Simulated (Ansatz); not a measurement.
Program: Ansatz. Geometries: PBE0-D4/def2-TZVP. ΔE: electronic, gas phase. CBS: MP2 limit from def2 TZ/QZ plus the TZ coupled-cluster correction, frozen cores. Functionals use def2-TZVPP. B3LYP here is the variant with VWN-RPA as its local correlation; programs differ in this. Elements past krypton have def2 core potentials. For Br, Sb outer-core shells are correlated without core-valence functions, which leaves a few kJ/mol of doubt a bond. Scalar relativity is left out up to krypton. Each species was taken in one conformer, which may not be the lowest.

Consider the formal exchange of groups at a B–Br bond: `FB(F)Br` + `[CH3][SbH2]` → `FB(F)[CH2][SbH2]` + HBr.

(1) Is it downhill or uphill in electronic energy at CCSD(T)/CBS, and by how much? (Best estimate.)

(2) What do these levels give: LDA (SPW92), BLYP-D4, B3LYP, CCSD/def2-SVP, CCSD(T)/def2-TZVPP, MP2/CBS(def2)? (Best estimate.)

Largest T1 diagnostic among the species: 0.013.

Results:

(1) Ansatz gave: Uphill: ΔE = +0.36 eV.

(2) Computed: LDA (SPW92) 0.32, BLYP-D4 0.36, B3LYP 0.39, CCSD/def2-SVP 0.35, CCSD(T)/def2-TZVPP 0.35, MP2/CBS(def2) 0.39 eV.

The D4 term adds −0.04 eV with B3LYP and −0.02 eV with PBE0; it sums over pairs of atoms, weighted by their polarisabilities, and B3LYP, whose exchange is more repulsive, gets the larger term. Leaving LDA and LC-ωPBE aside and taking each functional with its dispersion term where it has one, the values, not all of them listed here, spread over 0.05 eV, from CAM-B3LYP-D4 to B2PLYP. LDA lies −0.08 eV from PBE without D4. In def2-TZVPP, CCSD(T) changes the Hartree–Fock value by −0.07 eV (the triples alone add −0.00 eV) and MP2 by −0.03 eV.
